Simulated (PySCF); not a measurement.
Isomers of C9H12O2, from PySCF 2.14.0, PBE0-D3(BJ)/def2-SVP geometry optimisation, gas phase. One conformer each, no zero-point energy, no frequencies.

Question: Which is lowest in electronic energy at this level?
A. `[O:1]=[CH:2][O:3][C@@H:4]1/[CH:5]=[CH:6]\[CH2:7][CH2:8]/[CH:9]=[CH:10]\[CH2:11]1` with O1–C2–O3–C4 -1°, C2–O3–C4–C5 -157°, O3–C4–C5–C6 169°, C5–C6–C7–C8 69°, C6–C7–C8–C9 -97°, C7–C8–C9–C10 72°: A = 1927, B = 784.7, C = 623.1 MHz, dipole 1.94 D
B. `[CH3:1][CH2:2][O:3][c:4]1[cH:5][cH:6][c:7]([O:8][CH3:9])[cH:10][cH:11]1` with C1–C2–O3–C4 78°, C2–O3–C4–C5 -176°, C6–C7–O8–C9 1° (p-ethoxyanisole): A = 3478, B = 525.5, C = 478.9 MHz, dipole 0.29 D
C. `[CH3:1][CH2:2][c:3]1[cH:4][cH:5][c:6]([OH:7])[c:8]([O:9][CH3:10])[cH:11]1` with C1–C2–C3–C4 90°, C5–C6–O7–H 180°, C6–C8–O9–C10 180° (ethylguaiacol): A = 1671, B = 794.6, C = 568.1 MHz, dipole 2.78 D

Answer: C. That is ethylguaiacol, `CCc1ccc(O)c(OC)c1`, 12.9 kcal/mol below the next.

| SMILES | mapped SMILES | E (Eh) | relative (kcal/mol) | relative (kJ/mol) | dipole (D) |
| --- | --- | --- | --- | --- | --- |
| CCc1ccc(O)c(OC)c1 | [CH3:1][CH2:2][c:3]1[cH:4][cH:5][c:6]([OH:7])[c:8]([O:9][CH3:10])[cH:11]1 | -499.70856 | 0.0 | 0.0 | 2.78 |
| CCOc1ccc(OC)cc1 | [CH3:1][CH2:2][O:3][c:4]1[cH:5][cH:6][c:7]([O:8][CH3:9])[cH:10][cH:11]1 | -499.68805 | 12.9 | 53.9 | 0.29 |
| O=CO[C@@H]1/C=C\CC/C=C\C1 | [O:1]=[CH:2][O:3][C@@H:4]1/[CH:5]=[CH:6]\[CH2:7][CH2:8]/[CH:9]=[CH:10]\[CH2:11]1 | -499.66580 | 26.8 | 112.3 | 1.94 |

As drawn, the lowest has an aromatic ring and an O–H bond, which the highest lacks; the highest has a C=O bond, a C(=O)–O unit and a C=C bond outside aromatic rings, which the lowest lacks.
